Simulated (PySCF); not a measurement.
**He⁺ (helium, charge +1): M06-2X calculation**

Configuration: 1s1, 2S determinant. Calculation: PySCF 2.14, in aug-cc-pVDZ-DK (3s2p, 9 functions); scalar relativity by spin-free X2C-1e.

| Property | Result |
| --- | --- |
| Total energy | -1.9923 hartree |
| One-electron energy | -1.9943 hartree |
| Hartree (Coulomb) energy | 0.6177 hartree |
| Exchange-correlation energy | -0.6158 hartree |
| ⟨S²⟩ | 0.7500 |
| ⟨L²⟩ | 0.000 |
| Sum of ⟨r⟩ | 0.7630 bohr |
| Sum of ⟨r²⟩ | 0.7878 bohr² |
| Langevin diamagnetic susceptibility | -0.624 ×10⁻⁶ cm³/mol |
| Time after the integrals | 0.03 s of wall time on 1 thread of Neoverse-V2 (shared host) |

```csv
shell,electrons,mean orbital energy (hartree),"rms radius, mean of both spins (bohr)"
1s α,1,-1.75265,0.888
```

For one electron the Hartree and exchange-correlation energies should cancel; what remains is the self-interaction error.
